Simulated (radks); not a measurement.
Results of a calculation; reference values are marked as such.
Spherical jellium clusters: N electrons in a uniform positive sphere of charge N and radius rs N^(1/3), rs = 4.52 bohr. Level of theory: non-relativistic Kohn-Sham, LDA (Slater exchange, Perdew-Wang correlation), spin-polarised, spherical densities (a radial shooting solver with Libxc functionals). Levels are named by radial order and angular momentum (1s, 1p, 1d, 2s, ...), and open shells are averaged over m.

N = 12, configuration 1s2 1p6 1d(up 4, down 0). This is the lowest configuration that the search found. Occupied and some empty levels:

level    occupation  eigenvalue (eV)  <r> (bohr)
1s up             1          -4.3423       6.707
1s down           1          -4.0534       6.419
1p up             3          -3.5596       7.881
1p down           3          -3.1991       7.827
1d up             4          -2.5569       8.830
1d down           0          -2.1834       8.925
2s up             0          -2.0300       7.765
2s down           0          -1.8517       7.981
1f up             0          -1.4124       9.812
1f down           0          -1.0661       10.08
2p up             0         -0.94988       10.33
2p down           0         -0.77904       10.73

Energy (eV): total -21.3555, kinetic 17.343, external -448.07, Hartree 221.47, exchange-correlation -39.286, background 227.20.

Electron density:

r (bohr)  n(r) (e/bohr^3)
0.751            0.001410
2.00             0.001716
3.26             0.002226
4.51             0.002786
5.77             0.003151
7.02             0.003044
8.28             0.002364
9.53             0.001402
10.8            0.0006303
12.0            0.0002348
13.3           0.00007792
14.6           0.00002388
15.8            7.088e-06
